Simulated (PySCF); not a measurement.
PySCF 2.14.0 with density-fitted response routines calculation with σ from GIAO-PBE0/pcSseg-1 and coordinates at the GFN2-xTB level; non-relativistic, averaged over atoms made equivalent by symmetry, fast rotation or ring inversion, no solvent, a single conformation.

Chemical shifts δ = σref − σ; 1H, 13C against TMS, all at this level. Shifts are as computed. Against solution values, carbons near 30 ppm lie about +3 ppm off and those near 130 ppm about +5 ppm; carbons on Cl a further +6 ppm. Of 1211 compounds with measured shifts, 218 miss one by over three times the rms of a fit or turn the order of signals round; such compounds aren't used in these exercises. Carbons bonded to Cl come out too deshielded.

Question: Order these molecules by the shift of their most shielded carbon-bound hydrogen, lowest δ first.
A. O=CC1=CCC(F)=CC1
B. FC(Cl)Cl
C. CC(C)Cl

Answer: C (1.46 ppm, hydrogen on a methyl carbon), A (3.21 ppm, hydrogen on an allylic sp3 CH2), B (7.70 ppm, hydrogen on an sp3 CH bonded to 2 Cl and F).

Question: Order these molecules by the shift of their most deshielded carbon-bound hydrogen, lowest δ first.
A. C[C@@H]1[SiH2]C[C@@H]1C(F)=C(F)F
B. FC(Cl)Cl
C. CO[C@]12C=C[C@]3(F)[C@H]1[C@@H]32
D. CC(C)Cl
E. O=CC1=CCC(F)=CC1

Answer: A (3.37 ppm, hydrogen on an allylic sp3 CH), D (4.05 ppm, hydrogen on an sp3 CH bonded to Cl), C (6.16 ppm, hydrogen on an alkene CH), B (7.70 ppm, hydrogen on an sp3 CH bonded to 2 Cl and F), E (9.71 ppm, hydrogen on an aldehyde carbonyl carbon).

Question: How many 13C and 1H signals does each give (equivalence by symmetry and fast rotation, but not about amide C–N or C=N bonds)? `C[C@@H]1[SiH2]C[C@@H]1C(F)=C(F)F`, `CO[C@]12C=C[C@]3(F)[C@H]1[C@@H]32`, `CC(C)Cl`, `O=CC1=CCC(F)=CC1`, `FC(Cl)Cl`

Answer: C[C@@H]1[SiH2]C[C@@H]1C(F)=C(F)F: 6 C, 7 H; CO[C@]12C=C[C@]3(F)[C@H]1[C@@H]32: 6 C, 4 H; CC(C)Cl: 2 C, 2 H; O=CC1=CCC(F)=CC1: 7 C, 5 H; FC(Cl)Cl: 1 C, 1 H.
